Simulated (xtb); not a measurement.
5-fluorofuran-3-one (C4H3FO2), SMILES O=C1C=C(F)OC1. All values are semi-empirical tight-binding results from xtb (GFN2-xTB unless named), good for trends rather than for accurate numbers. The structure is a stationary point at GFN2-xTB. The values are those of a single conformer.

Computed properties:
```json
{
  "point_group_as_xtb_finds_it": "Cs",
  "orbital_gap": "3.48 eV",
  "dipole_moment": "1.76 D",
  "zero_point_energy": "40.2 kcal/mol",
  "G − E(el) at 298.15 K (modified RRHO)": "21.6 kcal/mol",
  "static polarisability (D4 model)": "53.1 bohr³",
  "solvation energy, GFN2-xTB/ALPB(water)": "-2.9 kcal/mol",
  "solvation energy, GFN2-xTB/ALPB(dmf)": "-7.0 kcal/mol"
}
```

### Question
Give the IR lines (harmonic; lines under 4 % of the strongest left out, lines within 3 cm⁻¹ merged). (The exact figures need the calculation; the answer reports its results.)

### Answer
ν (cm⁻¹): 609 (w), 980 (m), 1091 (w), 1212 (w), 1323 (m), 1406 (w), 1644 (vs), 1795 (s) (against the strongest line: vs over 80 %, s over 45 %, m over 15 %, w over 4 %, vw less)
